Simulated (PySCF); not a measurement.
**Electron affinity of Os by level of theory**

Os⁻ [Xe] 4f14 5d7 6s2 (4F) → Os [Xe] 4f14 5d6 6s2 (5D), as a difference of total energies. Computed with PySCF 2.14 in aug-cc-pVTZ-PP with one added diffuse shell each of s, p, d, f, g type with ECP60MDF (7s7p6d4f3g, 113 functions), with a scalar-relativistic core potential. Correlated levels: valence: 5s2 5p6 frozen. The calculations carry no spin-orbit coupling.

| method | electron affinity (eV) |
| --- | --- |
| UHF | -0.616 |
| LDA | 1.377 |
| PBE0 | 0.966 |
| r2SCAN | 1.003 |
| M06-2X | 0.845 |
| MP2 (valence) | 0.543 |
| SCS-MP2 (valence) | 0.628 |

Q: Estimate what PW91 gives.

A: 1.315 eV, closest to LDA among the rows shown.

Q: Estimate what M06-L gives.

A: 0.876 eV, closest to M06-2X among the rows shown.

The reference lies between the lowest fine-structure levels, while these numbers refer to the centres of the terms.

Errors of the correlated levels include the incompleteness of this basis and the frozen core.

A negative affinity means that the anion lies above the atom at that level of theory.

In the anion the highest occupied orbital energy is positive at LDA, PBE0, r2SCAN, M06-L, PW91, a self-interaction effect; the basis confines that electron, and the energy difference can still be sensible.

For comparison: 1.078 eV (measured; photodetachment measurements, as compiled on the Wikipedia data page of electron affinities).
